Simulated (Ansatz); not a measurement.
One change: `[OH][Hf]([Cl])([Cl])[I]` becomes `C[O][Hf]([OH])([Cl])[Cl]`.

Ansatz, PBE0-D4/def2-TZVP geometries, multiplicity 1. Each molecule was computed in one conformer, which needn't be the lowest.

Elements past krypton have def2 core potentials.

```csv
property,`[OH][Hf]([Cl])([Cl])[I]`
size of the dipole moment (ωB97M-V/def2-TZVPP) / D,2.84
HOMO–LUMO gap (B3LYP/def2-TZVPP) / eV,5.87
HOMO energy (PBE/def2-TZVPP) / eV,-6.89
LUMO energy (ωB97M-V/def2-TZVPP) / eV,0.26
LUMO energy (PBE/def2-TZVPP) / eV,-2.48
size of the dipole moment (PBE/def2-TZVPP) / D,2.73
```

**Question.** What does the change do to each property? (Estimate.)

**Answer.** The calculation gave: 
| property | `C[O][Hf]([OH])([Cl])[Cl]` | shift |
| --- | --- | --- |
| size of the dipole moment (ωB97M-V/def2-TZVPP) / D | 3.95 | 1.11 |
| HOMO–LUMO gap (B3LYP/def2-TZVPP) / eV | 7.61 | 1.74 |
| HOMO energy (PBE/def2-TZVPP) / eV | -7.25 | -0.36 |
| LUMO energy (ωB97M-V/def2-TZVPP) / eV | 1.00 | 0.74 |
| LUMO energy (PBE/def2-TZVPP) / eV | -1.46 | 1.02 |
| size of the dipole moment (PBE/def2-TZVPP) / D | 3.94 | 1.21 |

With PBE0 the HOMO falls by 0.67 eV and the LUMO rises by 1.11 eV, so the gap widens by about 1.78 eV. PBE moves the HOMO by -0.36 eV and ωB97M-V by -0.87 eV. Dipoles are sizes alone; their direction can turn.

B3LYP here is the variant with VWN-RPA as its local correlation; programs differ in this.

Spin–orbit coupling is left out; it splits and shifts lone-pair levels of the heavy atoms by tenths of an eV.
